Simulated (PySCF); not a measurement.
Mo(vinyl)4, C8H12Mo (triplet state).
Z-matrix (Å and degrees, PBE0-D3(BJ)/def2-SVP geometry), rows numbered from 1:
```
Mo
C   1  2.0453
C   2  1.3450  1  126.67
H   2  1.1051  1  115.23  3  -177.77
H   3  1.0969  2  121.97  1     1.25
H   3  1.0975  2  122.47  1  -178.32
C   1  2.0460  2  117.06  3   -11.33
C   7  1.3455  1  125.34  2   -15.46
H   7  1.1039  1  116.65  2   166.69
H   8  1.0972  7  121.97  1     1.55
H   8  1.0979  7  122.51  1  -177.97
C   1  2.0440  2  111.23  3  -133.89
C  12  1.3461  1  124.12  2     0.61
H  12  1.1042  1  117.50  2  -178.67
H  13  1.0967 12  121.95  1     1.05
H  13  1.0978 12  122.37  1  -179.01
C   1  2.0449  2  105.65  3   107.31
C  17  1.3462  1  124.47  2   122.41
H  17  1.1039  1  117.29  2   -58.53
H  18  1.0965 17  121.94  1    -1.28
H  18  1.0980 17  122.30  1   178.90
```

Theory: PySCF, PBE0-D3(BJ)/def2-SVP geometry optimisation, gas phase, def2 core potentials past Kr.

Take the most abundant isotopes and a rigid rotor. The values belong to one conformer.

**Question.** Give the principal moments of inertia and the rotational constants in cm⁻¹.

**Answer.** Ia = 421.88, Ib = 544.58, Ic = 585.90 u·Å²; 505379 MHz·u·Å²/I gives 1198, 928.0 and 862.6 MHz, that is A = 0.03996, B = 0.03096, C = 0.02877 cm⁻¹.

**Question.** What kind of rotor is it?

**Answer.** An asymmetric top; Ray's κ = -0.610.

**Question.** Is it planar, by Δ = Ic − Ia − Ib?

**Answer.** Not planar: Δ = Ic − Ia − Ib = -380.56 u·Å². For a rigid frame Δ = −2 Σ m c², so Σ m c² = 190.28 u·Å² lies off the ab plane: 33.67 from hydrogen and 156.61 from heavier atoms. The atom farthest from that plane is 2.78 Å away.

**Question.** Give the other two planar moments, Paa and Pbb, and the rms extents of the mass along the axes.

**Answer.** Paa = Σ m a² = (Ib + Ic − Ia)/2 = 354.30 and Pbb = Σ m b² = (Ia + Ic − Ib)/2 = 231.60 u·Å². With the mass M = 206.00 u, the rms extents √(P/M) along a, b and c are 1.31, 1.06, 0.96 Å.

**Question.** Give the coordinates in the principal-axis frame, origin at the centre of mass.

**Answer.** The sense of each axis is arbitrary; atoms in the order of the calculation.
```
atom  mass (u)   a (Å)   b (Å)   c (Å)
 Mo1    97.905  -0.052   0.067   0.021
  C2    12.000   0.901  -0.829  -1.551
  C3    12.000   2.192  -0.679  -1.899
  H4     1.008   0.263  -1.471  -2.185
  H5     1.008   2.878  -0.044  -1.325
  H6     1.008   2.627  -1.175  -2.776
  C7    12.000   1.121   1.031   1.393
  C8    12.000   2.452   0.884   1.519
  H9     1.008   0.604   1.697   2.105
 H10     1.008   3.030   0.230   0.854
 H11     1.008   3.032   1.401   2.295
 C12    12.000  -1.177  -1.279   1.069
 C13    12.000  -1.265  -2.588   0.767
 H14     1.008  -1.756  -0.900   1.930
 H15     1.008  -0.712  -3.028  -0.072
 H16     1.008  -1.892  -3.283   1.341
 C17    12.000  -1.273   1.482  -0.808
 C18    12.000  -2.607   1.534  -0.633
 H19     1.008  -0.797   2.262  -1.427
 H20     1.008  -3.143   0.788  -0.034
 H21     1.008  -3.227   2.321  -1.082
```

**Question.** List the rotational levels J(Ka,Kc) to J = 2 (MHz).

**Answer.** Above 0(0,0):
J = 1: 1(0,1) 1791, 1(1,1) 2060, 1(1,0) 2126
J = 2: 2(0,2) 5361, 2(1,2) 5576, 2(1,1) 5773, 2(2,1) 6582, 2(2,0) 6593
The levels of one J sum to (2J + 1)J(J + 1)(A + B + C)/3.

**Question.** Predict some low-J microwave lines.

**Answer.** The dipole components are |μa| = 0.11 D, |μb| = 0.15 D, |μc| = 0.03 D. The squared components, which scale the intensities, stand as 0.57 : 1.00 : 0.05 (a : b : c). Some lines, for components of 0.1 D or more:

| type | branch | J(Ka,Kc) | MHz | lower level (cm⁻¹) |
| --- | --- | --- | --- | --- |
| b | Q | 1(1,0) ← 1(0,1) | 335 | 0.060 |
| b | Q | 2(1,1) ← 2(0,2) | 411 | 0.179 |
| b | Q | 2(2,0) ← 2(1,1) | 820 | 0.193 |
| b | Q | 2(2,1) ← 2(1,2) | 1006 | 0.186 |
| a | R | 1(0,1) ← 0(0,0) | 1791 | 0.000 |
| b | R | 1(1,1) ← 0(0,0) | 2060 | 0.000 |
| b | R | 2(0,2) ← 1(1,1) | 3301 | 0.069 |
| a | R | 2(1,2) ← 1(1,1) | 3516 | 0.069 |
| a | R | 2(0,2) ← 1(0,1) | 3571 | 0.060 |
| a | R | 2(1,1) ← 1(1,0) | 3647 | 0.071 |
| b | R | 2(1,2) ← 1(0,1) | 3786 | 0.060 |
| b | R | 2(2,1) ← 1(1,0) | 4456 | 0.071 |
| b | R | 2(2,0) ← 1(1,1) | 4532 | 0.069 |

**Question.** Estimate the classical rotational partition function at 10 K, 100 K and 500 K.

**Answer.** Point group C1, symmetry number σ = 1; q = (√π/σ)·√((kT/h)³/(ABC)), k/h = 20836.6 MHz/K: 5440 at 10 K, 172000 at 100 K, 1920000 at 500 K.

For this open shell read J as N, the rotation without spin; fine and hyperfine splittings come on top. PBE0-D3(BJ)/def2-SVP frequencies: not computed here. ⟨S²⟩ = 2.052 (exact for a triplet: 2.00). These are rigid-rotor constants of the computed structure; measured ground-state constants (B0) also hold zero-point vibration.
